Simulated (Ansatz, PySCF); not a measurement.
Reaction (SMILES): CB(C)F + 3 [H][H] (H2) -> B (BH3) + 2 C (CH4) + F (HF)
Structures are relaxed separately at B3LYP-D3(BJ)/def2-TZVP in Ansatz (a quantum-chemistry and plane-wave program). Frequencies are from Ansatz or PySCF.

Property: energy of full hydrogenation (enthalpy at 298 K, with B3LYP-D3(BJ) rigid-rotor harmonic-oscillator terms), in kcal/mol. Cores are frozen in the correlated levels unless marked. No spin-orbit coupling. Non-relativistic. CBS marks a two-point X^-3 extrapolation of the correlation energy; Hartree-Fock from the larger set. [CCSD(T)-MP2]/basis is that difference in the basis named.

```tsv
level	program	energy of full hydrogenation (kcal/mol)	minus last row
HF/6-31G	Ansatz	25.0	-8.0
HF/aug-cc-pVDZ	Ansatz	17.5	-15.5
r2SCAN-D3(BJ)/def2-TZVPD	Ansatz + dftd3	38.3	5.3
r2SCAN-D4/def2-TZVPD	Ansatz + dftd4	38.3	5.3
B97M-V/def2-TZVPD	Ansatz	35.8	2.8
PBE0/def2-TZVPD	Ansatz	32.9	-0.1
r2SCANh/def2-TZVPD	Ansatz	36.8	3.8
CCSD(T)/STO-3G	Ansatz	63.4	30.4
CCSD(T)/aug-cc-pVTZ	Ansatz	32.3	-0.7
RI-MP2/CBS(aug-cc-pVTZ,aug-cc-pVQZ)+[CCSD(T)-MP2]/aug-cc-pVTZ	Ansatz	33.0	0.0
```
